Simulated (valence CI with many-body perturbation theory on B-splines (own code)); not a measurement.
I XLIX: E2, E3, M1, M2 decay

Calculated by configuration interaction combined with many-body perturbation theory (CI+MBPT): three valence electrons over a frozen Dirac-Fock core [He], radial functions for each j: 11 s, 11 p, 9 d, 7 f, 5 g, 2 h, 1 i, with the one-electron correlation potential Σ1 (screened to all orders), the two-electron term Σ2, the three-electron term Σ3, Breit, model QED; selected single and double excitations, second order for the rest (own B-spline code, finite nucleus).

No measured spectrum was set against this ion. As an estimate, large intervals hold to a few tenths of a per cent, small ones and those within an open d or f shell to about a per cent.

Lines 1 to 29 of 29 in falling wavelength, among levels below 5828.7 eV, chosen from the decays that carry over 1 % of a level's rate. Wavelengths and rates use the calculated energies. Electric multipoles are in the length gauge, E1 and E2 with the static RPA response of the core. Weak lines are less certain than strong ones. Lines between different terms over intervals too small for the method are left out, as are lines whose strength nearly cancels. The highest levels of a list are the least certain.

Levels are named by their leading jj configuration (3d3/2^4 stands for four electrons in 3d with j = 3/2), which in mixed levels can hold well under half, so a name can repeat and another be missing. Letters in brackets count levels of one name in rising energy.

```
λ vac (Å)                          Upper                       Lower  Type   A (s⁻¹)  Branch %
    43.94     (2s 2p1/2 2p3/2) J=3/2 [a]          (2s 2p1/2^2) J=1/2    M1  1.56e+08       4.9
    41.43         (2s 2p3/2 3d5/2) J=9/2      (2s 2p1/2 3d5/2) J=7/2    M1  1.56e+08       1.3
    37.56             (2s^2 2p3/2) J=3/2          (2s^2 2p1/2) J=1/2    M1  1.66e+08      32.8
    2.674          (2p1/2^2 3p1/2) J=1/2       (2p1/2^2 2p3/2) J=3/2    E2  3.08e+11       1.3
    2.644         (2s 2p3/2 3p3/2) J=7/2          (2s 2p3/2^2) J=3/2    E2  8.84e+09       1.9
    2.641             (2s^2 3p1/2) J=1/2          (2s^2 2p3/2) J=3/2    E2  3.91e+11      15.0
    2.603         (2s 2p3/2 3p3/2) J=7/2          (2s 2p3/2^2) J=5/2    E2  1.21e+11      25.5
    2.597     (2s 2p3/2 3p3/2) J=1/2 [b]          (2s 2p3/2^2) J=3/2    E2  2.11e+11       5.3
    2.594         (2s 2p1/2 3p3/2) J=5/2      (2s 2p1/2 2p3/2) J=5/2    E2  1.08e+11       1.5
    2.585             (2s^2 3p3/2) J=3/2          (2s^2 2p3/2) J=3/2    E2  1.74e+11       1.4
    2.568         (2s 2p3/2 3d5/2) J=9/2          (2s 2p3/2^2) J=5/2    M2  5.50e+09      44.3
    2.568         (2s 2p3/2 3d5/2) J=9/2          (2s 2p3/2^2) J=5/2    E3  2.82e+08       2.3
    2.558     (2s 2p3/2 3p3/2) J=1/2 [b]          (2s 2p3/2^2) J=5/2    E2  8.34e+10       2.1
    2.440         (2s 2p3/2 3p3/2) J=7/2      (2s 2p1/2 2p3/2) J=5/2    E2  1.11e+11      23.4
    2.435         (2s 2p1/2 3p3/2) J=5/2          (2s 2p1/2^2) J=1/2    E2  2.12e+11       2.9
    2.426         (2s 2p3/2 3p3/2) J=7/2  (2s 2p1/2 2p3/2) J=3/2 [a]    E2  1.58e+11      33.4
    2.424     (2s 2p3/2 3p3/2) J=1/2 [b]  (2s 2p1/2 2p3/2) J=3/2 [b]    E2  2.25e+11       5.6
    2.419             (2s^2 3p3/2) J=3/2          (2s^2 2p1/2) J=1/2    E2  2.04e+11       1.6
    2.410         (2s 2p3/2 3d5/2) J=9/2      (2s 2p1/2 2p3/2) J=5/2    M2  1.22e+09       9.9
    2.410         (2s 2p3/2 3d5/2) J=9/2      (2s 2p1/2 2p3/2) J=5/2    E3  2.77e+08       2.2
    2.395         (2s 2p3/2 3d5/2) J=9/2  (2s 2p1/2 2p3/2) J=3/2 [a]    E3  4.90e+08       3.9
    2.357      (2p1/2 2p3/2 3d3/2) J=7/2  (2s 2p1/2 2p3/2) J=3/2 [b]    E2  3.33e+11      23.0
    2.338          (2p1/2^2 3d3/2) J=3/2          (2s 2p1/2^2) J=1/2    E2  1.04e+12       1.4
    2.336      (2p1/2 2p3/2 3d3/2) J=7/2      (2s 2p1/2 2p3/2) J=5/2    E2  5.39e+11      37.3
    2.328  (2p1/2 2p3/2 3d3/2) J=5/2 [a]  (2s 2p1/2 2p3/2) J=3/2 [a]    E2  5.16e+11       1.2
    2.327  (2p1/2 2p3/2 3d3/2) J=1/2 [a]  (2s 2p1/2 2p3/2) J=3/2 [a]    E2  9.58e+11       1.6
    2.324      (2p1/2 2p3/2 3d5/2) J=9/2      (2s 2p1/2 2p3/2) J=5/2    E2  1.09e+12      77.4
    2.322      (2p1/2 2p3/2 3d3/2) J=7/2  (2s 2p1/2 2p3/2) J=3/2 [a]    E2  1.86e+11      12.8
    2.317  (2p1/2 2p3/2 3d5/2) J=7/2 [a]  (2s 2p1/2 2p3/2) J=3/2 [a]    E2  8.91e+11       6.6
```
